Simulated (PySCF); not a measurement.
S8, SMILES S1SSSSSSS1.

Geometry optimised at PBE0-D3(BJ)/def2-SVP.

Computed with PySCF with HF/def2-TZVP.

Computed frontier levels, gap, dipole moment:
The highest occupied level is -9.20 eV and the lowest empty level is 1.47 eV. The orbital gap is 10.66 eV and the dipole moment comes out as 0.06 D. The quadrupole, principal values (traceless, Buckingham form, about the centre of nuclear charge) is -0.48, -0.35, 0.83 D·Å.
